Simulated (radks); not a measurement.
Values are calculated unless marked as measured or tabulated.
Task: The table gives one normalised radial function P(r) = r R(r) of Li+ in [He] (r in bohr). Code: a radial shooting solver on a logarithmic mesh with Libxc functionals. Model: scalar-relativistic Kohn-Sham, PBE, spin-polarised, spherical densities, finite nucleus; Fermi nuclear charge, rms radius 2.444 fm.

| r | P |
|---|---|
| 0.03983 | 0.3299 |
| 0.04637 | 0.3766 |
| 0.05441 | 0.4314 |
| 0.06335 | 0.4889 |
| 0.07434 | 0.5552 |
| 0.08654 | 0.6232 |
| 0.1016 | 0.6994 |
| 0.1182 | 0.7749 |
| 0.1387 | 0.8560 |
| 0.1628 | 0.9360 |
| 0.1895 | 1.0080 |
| 0.2224 | 1.0757 |
| 0.259 | 1.1280 |
| 0.3039 | 1.1656 |
| 0.3538 | 1.1802 |
| 0.4151 | 1.1693 |
| 0.4833 | 1.1311 |
| 0.5672 | 1.0608 |
| 0.6656 | 0.9612 |
| 0.7748 | 0.8440 |
| 0.9093 | 0.7043 |
| 1.059 | 0.5656 |
| 1.242 | 0.4237 |
| 1.446 | 0.3022 |
| 1.697 | 0.1957 |
| 1.976 | 0.1186 |
| 2.318 | 0.0628 |

Which n and l does it have? It may be an empty orbital.

Result: n = 1, l = 0: the number of nodes gives n - l - 1 = 0, the rise at small r (about r^(l+1)) gives l, and the extent must fit the shell. The curve is that of 1s. 1s: eigenvalue -60.415 eV, 0 radial nodes, <r> = 0.579 bohr, 90 % of the charge inside 1.05 bohr.
